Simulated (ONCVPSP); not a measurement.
# PBEsol ONCV dataset for Tc (Z = 43), fully relativistic all-electron reference.

| Quantity | Value |
| --- | --- |
| Element | technetium |
| Generator | ONCVPSP 4.0.1 |
| Type | optimised norm-conserving Vanderbilt (ONCV) |
| Functional | PBEsol |
| Relativity | fully relativistic |
| Frozen core | [Ar] 3d10 |
| Valence charge | 15 |
| Reference configuration | 4s2 4p6 4d5 5s1 (charge +1) |
| Partial waves | 4s+5s: rc 1.55 bohr, ncon 4, nbas 7, qcut 7.2 1/bohr, 2 projectors; 4p: rc 1.85 bohr, ncon 4, nbas 8, qcut 8.6 1/bohr, 2 projectors, debl 3.5 Ha; 4d: rc 1.35 bohr, ncon 4, nbas 8, qcut 6 1/bohr, local |
| Local potential | the d channel |
| Core correction | Teter function, fcfact 3.75, rcfact 1.35 |

Open shells are filled in proportion to 2j + 1.

All-electron outer shells of the reference configuration (PBEsol, scalar-relativistic, ld1.x):

| shell | level (eV) | outermost node (bohr) | outermost maximum (bohr) |
| --- | --- | --- | --- |
| 3d | -257.42 | – | 0.31 |
| 4s | -80.89 | 0.50 | 0.95 |
| 4p | -52.89 | 0.51 | 1.03 |
| 4d | -14.12 | 0.50 | 1.27 |
| 5s | -11.43 | 1.27 | 2.62 |

What the tests gave:

* Cutoffs needed: 38 Ha and 117 Ha (the cutoffs (Ha) at which the residual kinetic energy of the hardest occupied pseudo-wave falls to 1 and 0.1 mHa per electron)
* Ghost test: no bound ghost flagged; no localised positive-energy state flagged
* Largest excitation error: +3.2 meV (all-electron minus pseudo) for 4s2 4p6 4d4 5s0, out of 4 test configurations
* rms error of d²Exc/dni dnj: 7.13 mHa without and 4.53 mHa with the model core

Generation and tests took about 4.3 s on one core of a shared server CPU.
